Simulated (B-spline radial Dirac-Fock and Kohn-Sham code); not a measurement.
## Auger decay of the L2 hole in Sc⁴⁺

System: Sc⁴⁺, configuration [Ne] 3s2 3p5.

The run's input, task.json:

```json
{"items": [{
  "Z": 21,
  "q": 4,
  "cfg": [[1, 0, 2], [2, 0, 2], [2, 1, 6], [3, 0, 2], [3, 1, 5]],
  "A": 45,
  "rrms": 3.5459,
  "do": ["binding", "quiet", "decay"],
  "holes": ["K", "L1", "L2", "L3", "M1"]
}]}
```

Command: `python xray_run.py task.json out`

Level of theory: independent-particle radiative and Coulomb Auger rates from relativistic LDA hole-state orbitals, with Dirac-Fock energies; an atomic code on a B-spline grid. Kinetic energies are configuration averages from the vacuum level; the two-hole energies are estimated from single-hole states.

```
transition  kinetic energy (eV)  width (meV)  share (%)
   L2-M1M1                216.9         2.63        1.4
   L2-M1M2                246.7         44.0       23.2
   L2-M1M3                247.3         3.11        1.6
   L2-M2M2                272.0         29.9       15.8
   L2-M2M3                272.6          107       56.4
   L2-M3M3                273.3         2.96        1.6
```

The listed channels hold 100 % of the non-radiative rate. Summed by principal shells, of 0.190 eV in all: LMM 100.0 %.

Values without a named source are computed, but for edge energies of neutral atoms, which are taken from tables.
